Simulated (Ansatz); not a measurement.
`CO[SiH2][SiH3]` + `C[SiH2]O` → `C[SiH2]O[SiH3]` + `CO[SiH3]` at 500 K and 1 bar (cleavage of the Si–Si bond).

Program: Ansatz. Geometries: PBE0-D4/def2-TZVP. ΔE: electronic, gas phase. CBS: MP2 limit from def2 TZ/QZ plus the TZ coupled-cluster correction, frozen cores. This one scheme is used for every species. One conformer a species, not always the lowest.

```json
{"species": "`CO[SiH2][SiH3]`", "CCSD(T)/CBS energy (Eh)": "-696.20864", "H − E (kJ/mol)": "271.2", "S (J/(mol·K))": "431.8"}
{"species": "`C[SiH2]O`", "CCSD(T)/CBS energy (Eh)": "-405.96945", "H − E (kJ/mol)": "214.0", "S (J/(mol·K))": "347.9"}
{"species": "`C[SiH2]O[SiH3]`", "CCSD(T)/CBS energy (Eh)": "-696.28988", "H − E (kJ/mol)": "270.0", "S (J/(mol·K))": "442.0"}
{"species": "`CO[SiH3]`", "CCSD(T)/CBS energy (Eh)": "-405.93001", "H − E (kJ/mol)": "211.0", "S (J/(mol·K))": "345.4"}
```

H − E and S are ideal-gas, rigid-rotor, harmonic terms from PBE0-D4/def2-TZVP, for one conformer and one mirror image of each species. 1 Eh = 2625.50 kJ/mol, R = 8.31446 J/(mol·K).

By hand: ΔE, ΔH, ΔS and ΔG.

ΔE = (-696.28988) + (-405.93001) − (-696.20864) − (-405.96945) = -0.04180 Eh = -109.7 kJ/mol. Δ(H − E) = 270.0 + 211.0 − 271.2 − 214.0 = -4.2, so ΔH = -113.9 kJ/mol. ΔS = 442.0 + 345.4 − 431.8 − 347.9 = 7.7 J/(mol·K). ΔG = -113.9 − 500 × (7.7)/1000 = -117.8 kJ/mol.

By hand: the equilibrium constant, and the temperature at which ΔG would vanish if ΔH and ΔS stayed fixed.

log₁₀ K = −ΔG/(RT ln 10) = 12.3. ΔH and −TΔS have one sign here, so there is no such temperature.

The number of gas molecules stays the same, so ΔS is small and ΔH decides. A doubt of 5 kJ/mol in ΔE shifts log₁₀ K by 0.5 here. Other conformers and mirror images would add mixing entropy, several J/(mol·K) or more a flexible species. Modes under 60 cm⁻¹, often nearly free rotors, make the harmonic entropy too high. These are equilibria of isolated gas molecules and say nothing of rates. Largest T1 diagnostic: 0.012 (customary marks: 0.02 for closed shells, 0.045 for open ones).

ΔS is within the doubt of such terms, so its sign, and with it that verdict, could turn.
